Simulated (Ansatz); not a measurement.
The first iterations of a band of CH4BClSi (8 atoms, charge 0, multiplicity 1).

The calculation used RKS PBE0/def2-SVP in Ansatz.

```json
{
  "movable images": "9",
  "climbing image": "yes",
  "spring": "5.0 eV/Å²",
  "optimiser": "quadratic models (default)",
  "start path": "through a guess of the saddle point",
  "force threshold": "0.03 eV/Å",
  "iteration limit": "17",
  "end points": "relaxed"
}
```

Initial state:

```xyz
8
Properties=species:S:1:pos:R:3
Si 0.101 1.427 -0.228
C 0.319 -0.256 -0.520
B -0.269 -1.211 0.499
Cl -0.119 -2.964 0.323
H 0.604 2.513 -1.112
H -0.629 1.926 0.964
H 0.860 -0.608 -1.404
H -0.867 -0.827 1.478
```

Final state:

```xyz
8
Properties=species:S:1:pos:R:3
Si 0.055 1.419 -0.151
C 0.330 -0.237 -0.538
B -0.145 -1.410 0.301
Cl -1.057 -1.183 1.810
H 0.542 2.531 -1.011
H -0.678 1.887 1.049
H 0.888 -0.447 -1.459
H 0.065 -2.560 -0.002
```

| iteration | highest image above the first end (eV) | largest band force component (eV/Å) |
| --- | --- | --- |
| 1 | 10.975 | 40.648 |
| 2 | 3.442 | 16.167 |
| 3 | 1.431 | 7.401 |

Q: Does the band converge within its limit, and where does its top end?

A: The forces met the threshold. It ended after 9 iterations with the highest image 0.491 eV above the first end. A vibrational analysis at the climbing image gives one clearly imaginary mode, 263i cm⁻¹: a first-order saddle point.

Time of the run: 10 min on 1 CPU thread of a shared host.
